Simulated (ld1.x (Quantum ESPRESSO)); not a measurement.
# Transferability test, RRKJ potential for S

- Element: sulfur
- Generator: ld1.x (Quantum ESPRESSO) 7.5
- Type: norm-conserving RRKJ (Kleinman–Bylander form)
- Functional: PBE
- Relativity: scalar-relativistic
- Frozen core: [Ne]
- Valence charge: 6
- Reference configuration: 3s2 3p4
- Partial waves: 3s (bound): rc 1.40 bohr; 3p (bound): rc 1.45 bohr
- Local potential: the p channel
- Core correction: a·sin(br)/r model core inside 1.05 bohr
- rho0: 0.02

Energies are relative to the spin-unpolarised reference configuration 3s2 3p4; without spin polarisation the order of configurations can differ from experiment. The frozen-core shift is the all-electron ΔE with the core orbitals held at their reference shape minus the fully relaxed ΔE.

Q: Give the all-electron excitation energy and the error of the potential for: 3s2 3p3; 3s2 3p2; 3s2 3p1; 3s2 3p0; 3s1 3p4; 3s2 3p3.5; 3s0 3p6.

A:

| valence configuration | charge | ΔE all-electron (eV) | error AE − PS (meV) | frozen-core shift (meV) |
| --- | --- | --- | --- | --- |
| 3s2 3p3 | +1 | 11.769 | +2.3 | +1.2 |
| 3s2 3p2 | +2 | 34.053 | +17 | +8.7 |
| 3s2 3p1 | +3 | 68.094 | +60 | +35 |
| 3s2 3p0 | +4 | 114.891 | +151 | +105 |
| 3s1 3p4 | +1 | 22.648 | +4.7 | +2.3 |
| 3s2 3p3.5 | +0.5 | 4.660 | +0.3 | +0.2 |
| 3s0 3p6 | 0 | 20.740 | +2.9 | +1.4 |
